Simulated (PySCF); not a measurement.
Calculation: PBE-D3(BJ)/def2-TZVP // TPSSh-D3(BJ)/def2-TZVP in PySCF 2.14.0. All species are isolated molecules in the gas phase. 

Reference species (SMILES): `[Ga]([Br])[Br]` (neutral, multiplicity 2).

The dipole moment comes out as 1.38 D.

Changed species: `[GaH2]` (radical fragment; the reference has radical fragment).

Q: What does the change do to the dipole moment?

A: the dipole moment falls by 1.16 D, to 0.22 D.
